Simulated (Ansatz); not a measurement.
Se6⁺, relaxed as a doublet with UKS PBE0-D4/def2-SVP in Ansatz, starting from the GFN2-xTB geometry. Force threshold 0.02 eV/Å.

Another isomer (doublet) lies 0.78 eV lower at PBE0-D4/def2-SVP; other spin states weren't run for this one.

Start:

Cartesian coordinates in Å:
```
Se -0.394 -2.069 0.658
Se -0.048 1.144 -1.363
Se 1.454 0.664 0.582
Se -2.090 1.127 -0.383
Se -2.357 -1.101 0.623
Se 3.436 0.235 -0.117
```

```tsv
step	energy (eV)	largest force component (eV/Å)	SCF passes
1	-391997.8957	0.723	35
2	-391998.0011	0.380	38
3	-391998.0147	0.146	35
4 (rejected)	-391997.9866	0.456	37
5	-391998.0220	0.077	33
6	-391998.0235	0.150	38
7	-391998.0257	0.040	34
8	-391998.0258	0.024	26
9	-391998.0259	0.011	29
```

Force components are those of the run's own axes.

End:

```xyz
6

Se   -0.2298   -1.9096    0.5438
Se   -0.0673    1.0089   -1.4285
Se    1.2674    0.5729    0.5575
Se   -2.0199    1.1952   -0.2990
Se   -2.2603   -1.0658    0.6518
Se    3.3100    0.1984   -0.0256
```

By distances, no bond broke or formed. The bond that changes most is Se2–Se3, from 2.50 to 2.43 Å (atoms count from 1).

No frequencies were taken in this run, so the end may be a saddle point.

Run time 2.6 min (4 threads of Arm Neoverse V1 on a shared host), peak host memory 1.5 GiB.
